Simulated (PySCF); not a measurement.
C5H3F4NO.
SMILES: `F[C@H]1O[C@H](C(F)(F)F)[C@@H]1C#N`

Computed with PySCF at CAM-B3LYP/def2-SVPD, non-relativistic, on one gas-phase PBE0-D3(BJ)/def2-SVP geometry that isn't relaxed in the solvent. The solvent is an IEF-PCM continuum (van der Waals radii × 1.2), and excitations are vertical TDDFT with non-equilibrium linear response and a frozen core. The model holds no explicit solvent molecules, cavitation or dispersion.

Gas-phase singlets (H = HOMO, L = LUMO):

```json
{"state": "S1", "E (eV)": "7.336", "λ (nm)": "169", "f": "0.000", "leading configurations": "H-2→L 26%, H-1→L+1 20%"}
{"state": "S2", "E (eV)": "7.737", "λ (nm)": "160", "f": "0.009", "leading configurations": "H-1→L+1 27%, H→L 14%"}
{"state": "S3", "E (eV)": "7.809", "λ (nm)": "159", "f": "0.004", "leading configurations": "H→L+1 15%, H-1→L 13%"}
{"state": "S4", "E (eV)": "8.401", "λ (nm)": "148", "f": "0.007", "leading configurations": "H→L+2 35%, H→L+1 20%"}
{"state": "S5", "E (eV)": "8.467", "λ (nm)": "146", "f": "0.007", "leading configurations": "H→L 56%, H-2→L 20%"}
```

Problem. What are the lowest 5 singlets in chloroform (ε = 4.711)?

Solution. 
```tsv
state	E (eV)	λ (nm)	f	leading configurations	change by rank (eV)
S1	7.387	168	0.001	H-2→L 49%, H→L 13%	+0.051
S2	7.776	159	0.014	H-1→L 34%, H-2→L+1 14%	+0.039
S3	7.859	158	0.007	H-1→L+1 33%, H→L+1 15%	+0.050
S4	8.381	148	0.021	H→L 35%, H→L+1 22%	-0.020
S5	8.398	148	0.001	H→L 31%, H→L+1 16%	-0.069
```

Problem. How does the list change in water (ε = 78.36)?

Solution. 
```
state  E (eV)  λ (nm)      f  leading configurations  change by rank (eV)
   S1   7.407     167  0.001      H-2→L 57%, H→L 14%               +0.071
   S2   7.797     159  0.014  H-1→L 35%, H-2→L+1 19%               +0.060
   S3   7.881     157  0.007  H-1→L+1 37%, H→L+1 16%               +0.072
   S4   8.358     148  0.016      H→L 58%, H-2→L 14%               -0.043
   S5   8.388     148  0.005    H→L+1 35%, H→L+3 25%               -0.079
```

Problem. The ground-state energy changes by -0.437 eV from gas to water. By how much does the total energy of gas-phase S5 change?

Solution. E(S5) = E(S0) + excitation energy, so it changes by -0.437 − 0.109 = -0.546 eV: it is lowered more than the ground state, which is what a red shift means. This is the vertical state, with the slow part of the continuum still set for S0.

Problem. How do the frontier levels move from gas to water?

Solution. 
```tsv
orbital	gas (eV)	solvent (eV)	change (eV)
LUMO+2	1.11	1.46	+0.35
LUMO+1	0.72	1.15	+0.43
LUMO	0.57	0.87	+0.30
HOMO	-10.96	-10.54	+0.42
HOMO-1	-11.54	-11.39	+0.15
HOMO-2	-11.60	-11.41	+0.19
HOMO-3	-12.49	-12.47	+0.02
```

The HOMO–LUMO gap goes from 11.54 to 11.41 eV. Rows go by rank; for HOMO-3 and LUMO+2 the atom shares or the degeneracy differ between the runs, so the row needn't follow one orbital.

Time: 94 s of wall time; peak memory 1.3 GiB. Hardware: one thread, Arm Neoverse V1 (aarch64) (shared host). This is the whole response run at CAM-B3LYP/def2-SVPD in water, SCF included.

The values belong to the conformer `[N:1]#[C:2][C@@H:3]1[C@@H:4]([F:5])[O:6][C@@H:7]1[C:8]([F:9])([F:10])[F:11]`: O6–C7–C8–F9 -55°.
